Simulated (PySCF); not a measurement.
Delta-SCF ions had no search for a lower state. 

Cartesian coordinates (Å):
SMILES: C[O][Ge]([I])([O]C)[O]C
```xyz
17

C     -2.2678    -1.5400    -0.0833
O     -0.8887    -1.3668    -0.3066
Ge    -0.0115     0.0027     0.3379
I     -0.2363     0.0852     2.8445
O     -0.6535     1.4635    -0.3795
C     -0.1599     2.7376    -0.0405
O      1.6709    -0.1473    -0.1172
C      2.4728    -1.2134     0.3322
H     -2.5103    -1.5936     0.9935
H     -2.8621    -0.7281    -0.5361
H     -2.5656    -2.4911    -0.5487
H      0.9006     2.8551    -0.3214
H     -0.2621     2.9482     1.0395
H     -0.7512     3.4835    -0.5919
H      2.1125    -2.1855    -0.0454
H      3.4923    -1.0487    -0.0466
H      2.5198    -1.2613     1.4352
```
Charge 0, spin multiplicity 1.

Question: Give the vertical ionisation energy (Delta-SCF), LUMO and total energy at the level M06-2X/def2-TZVP // PBE0-D3(BJ)/def2-SVP (PySCF 2.14.0).

Answer: 
```json
{
  "vertical ionisation energy (Delta-SCF)": "9.91 eV",
  "LUMO": "0.01 eV",
  "total_energy": "-2720.1481 Ha"
}
```
